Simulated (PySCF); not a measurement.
Job file and geometry (Å, from PBE0-D3(BJ)/def2-SVP) of an NMR shielding run on `CC#CP/C=C\C`, C6H9P, PySCF, GIAO PBE0/pcSseg-1 NMR shielding, non-relativistic, gas phase; density fitting, a coarse starting grid and PySCF grid level 2 are the driver's defaults:

```
$ OMP_NUM_THREADS=1 python probes_run.py task.json out

{"job": {"kind": "nmr", "xc": "PBE0", "basis": "pcSseg-1"}, "charge": 0, "multiplicity": 1}
C      3.892168    -0.327044     0.569036
C      2.456819    -0.504488     0.691251
C      1.251081    -0.636432     0.799746
P     -0.490760    -0.954619     0.832360
C     -1.137387     0.720689     0.465463
C     -2.199193     0.941110    -0.322685
C     -3.035173    -0.073184    -1.026861
H      4.139697     0.716538     0.318073
H      4.401520    -0.572524     1.514220
H      4.312622    -0.972226    -0.218609
H     -0.642060    -0.905680     2.254632
H     -0.617673     1.576415     0.910108
H     -2.499202     1.987349    -0.471722
H     -3.078454     0.143031    -2.106918
H     -4.074983    -0.040783    -0.660427
H     -2.652683    -1.094502    -0.888337
```

Q: Write the output of this run.

A: 
```
coarse grid: 13720 points
cycle   1  E = -574.7655226336  dE =  6.685e-01  |g| = 4.193e-01  |ddm| = 4.009e+00
cycle   2  E = -574.7635526594  dE =  1.970e-03  |g| = 4.255e-01  |ddm| = 9.743e-01
cycle   3  E = -574.8113102278  dE = -4.776e-02  |g| = 9.015e-02  |ddm| = 5.378e-01
cycle   4  E = -574.8125379818  dE = -1.228e-03  |g| = 5.654e-02  |ddm| = 1.121e-01
cycle   5  E = -574.8133424307  dE = -8.044e-04  |g| = 7.948e-03  |ddm| = 5.334e-02
cycle   6  E = -574.8133588788  dE = -1.645e-05  |g| = 2.584e-03  |ddm| = 1.462e-02
cycle   7  E = -574.8133602716  dE = -1.393e-06  |g| = 9.784e-04  |ddm| = 2.816e-03
final grid: 127528 points
cycle   8  E = -574.8577564640  dE = -2.413e-05  |g| = 7.586e-03  |ddm| = 3.438e-02
cycle   9  E = -574.8577504780  dE =  5.986e-06  |g| = 8.956e-03  |ddm| = 1.578e-02
cycle  10  E = -574.8577711928  dE = -2.071e-05  |g| = 1.725e-03  |ddm| = 9.463e-03
cycle  11  E = -574.8577719421  dE = -7.494e-07  |g| = 2.784e-04  |ddm| = 1.587e-03
cycle  12  E = -574.8577719540  dE = -1.189e-08  |g| = 1.756e-04  |ddm| = 3.625e-04
cycle  13  E = -574.8577719616  dE = -7.530e-09  |g| = 3.625e-05  |ddm| = 1.493e-04
cycle  14  E = -574.8577719619  dE = -3.547e-10  |g| = 8.853e-06  |ddm| = 5.682e-05
converged SCF energy = -574.8577719619

GIAO shielding tensors (ppm)
atom      isotropic    diamagn.    paramagn.     s11        s22        s33       span
  0 C      178.375     251.815     -73.440    169.551    170.068    195.506     25.955
  1 C       77.895     269.875    -191.979    -14.211     -3.609    251.506    265.717
  2 C      106.415     273.774    -167.359     14.896     28.659    275.689    260.793
  3 P      455.996     967.040    -511.044    398.573    475.397    494.017     95.444
  4 C       53.219     262.878    -209.658    -52.670     64.210    148.118    200.789
  5 C       31.502     255.523    -224.021    -91.235     30.521    155.220    246.455
  6 C      165.640     247.704     -82.064    148.450    167.415    181.056     32.606
  7 H       29.289      30.290      -1.001     24.288     27.764     35.815     11.527
  8 H       29.315      25.430       3.885     24.479     27.404     36.062     11.583
  9 H       29.283      27.880       1.403     24.250     27.567     36.032     11.782
 10 H       26.624      28.221      -1.597     21.463     25.820     32.588     11.126
 11 H       24.940      33.784      -8.844     22.109     24.216     28.495      6.386
 12 H       24.752      30.987      -6.235     22.423     23.768     28.066      5.644
 13 H       29.573      28.016       1.557     26.119     26.929     35.672      9.553
 14 H       29.654      25.892       3.762     26.081     26.924     35.958      9.877
 15 H       28.480      29.921      -1.441     23.377     29.764     32.300      8.923
```

Size and cost of the density-fitted run: 171 basis functions, 35 s wall time on 1 thread of an Arm Neoverse V1, shared host; peak memory 0.84 GiB.
